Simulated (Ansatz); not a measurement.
FI3Zr, SMILES `[F][Zr]([I])([I])[I]`, relaxed with RKS PBE-D4/def2-SVP in the Gaussian-basis code of Ansatz from a rough embedded geometry. The force threshold is 0.03 eV/Å; the program also tests the step.

Total charge 0; spin multiplicity 1. Zr, I: def2 effective core potential.

Start:

```xyz
5

F    -0.063   -2.098   -0.866
Zr    0.294    0.087   -0.008
I     1.119    1.993   -2.540
I    -2.993    0.307    0.769
I     1.643   -0.290    2.646
```

(1) By how much does the energy fall, and how many steps does the optimiser take? (Best estimate.)

(2) Which bonds change most? (Best estimate.)

(3) Give the relaxed structure. (Best estimate.)

Results:

(1) The calculation gave: 442.55 kJ/mol, in 7 steps.

(2) Ansatz gave: Zr2–I4 from 3.385 to 2.701 Å; Zr2–I3 from 3.274 to 2.701 Å; F1–Zr2 from 2.374 to 1.892 Å; Zr2–I5 from 3.001 to 2.701 Å.

(3) The calculation gave: 
```xyz
5

F     0.076   -1.880   -0.827
Zr    0.006   -0.149   -0.065
I     0.922    1.660   -1.849
I    -2.547    0.445    0.586
I     1.543   -0.077    2.155
```
